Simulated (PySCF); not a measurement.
**Electron correlation in C⁺ (carbon, charge +1)**

[He] 2s2 2p1, 2P determinant. Calculation: PySCF 2.14, in def2-TZVP (5s3p2d1f, 31 functions); the non-relativistic Hamiltonian (point nucleus). Frozen: 1s2; 3 electrons correlated.

MP2 pair energies summed by pair of shells (mhartree):

| pair | energy | share (%) |
| --- | --- | --- |
| 2s-2s | -28.58 | 57.2 |
| 2s-2p | -21.35 | 42.8 |

Total MP2 correlation energy: -49.93 mhartree.

Same-spin part -3.31 and opposite-spin part -46.62 mhartree; SCS-MP2 scales them by 1/3 and 6/5 to -57.05 mhartree.

| level | correlation energy (mhartree) |
| --- | --- |
| CCSD | -73.89 |
| (T) | -1.14 |
| CCSD(T) | -75.03 |

Diagnostics: T1 = 0.0093, D1 = 0.0178, largest double amplitude 0.132.

Is a single reference adequate?

Mostly. T1 lies below 0.03, but a double amplitude of this size points to a near-degeneracy that CCSD handles and MP2 describes poorly.
